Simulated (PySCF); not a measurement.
SMILES N[Te][Si](C)(C)C (C3H11NSiTe), GFN2-xTB optimised geometry.

```
17

Te    -0.26     1.72     0.00
N     -2.24     1.11    -0.13
H     -2.66     1.52    -0.96
H     -2.76     1.50     0.65
Si     0.46    -0.70     0.00
C     -0.19    -1.60     1.56
C      2.36    -0.70     0.00
C     -0.20    -1.59    -1.56
H      0.05    -2.66     1.54
H      0.23    -1.18     2.46
H     -1.27    -1.51     1.62
H      2.76    -0.19     0.87
H      2.76    -0.21    -0.88
H      2.74    -1.72     0.01
H      0.24    -1.18    -2.46
H     -1.28    -1.46    -1.62
H      0.01    -2.66    -1.53
```

Density from PySCF 2.14.0 with B3LYP/def2-SVP, def2 effective core potentials past Kr at that geometry. The core electrons that the potentials of Te replace are not part of the density.

Minimum of the electron density along straight lines between bonded atoms, close to the bond critical point (lines longer than 1.1 times the sum of covalent radii, or with two minima, are not listed):

```csv
bond,length / Å,ρ at the minimum / e bohr⁻³,∇²ρ there / e bohr⁻⁵,position (fraction from the first atom)
Te1–N2,2.078,0.108,0.23,0.50
N2–H3,1.012,0.335,-1.54,0.76
N2–H4,1.012,0.335,-1.54,0.76
Te1–Si5,2.522,?,?,0.66
Si5–C6,1.910,0.110,0.30,0.38
Si5–C7,1.906,0.110,0.30,0.38
Si5–C8,1.909,0.110,0.29,0.38
C6–H9,1.086,0.272,-0.97,0.62
C6–H11,1.086,0.273,-0.99,0.63
C7–H12,1.085,0.273,-0.98,0.62
C7–H13,1.085,0.273,-0.98,0.62
C7–H14,1.084,0.273,-0.98,0.62
C8–H15,1.086,0.273,-0.98,0.62
C8–H16,1.086,0.274,-0.99,0.63
C8–H17,1.086,0.272,-0.97,0.62
```

What belongs in the gaps?


- Te1–Si5, ρ at the minimum / e bohr⁻³: 0.081
- Te1–Si5, ∇²ρ there / e bohr⁻⁵: -0.09
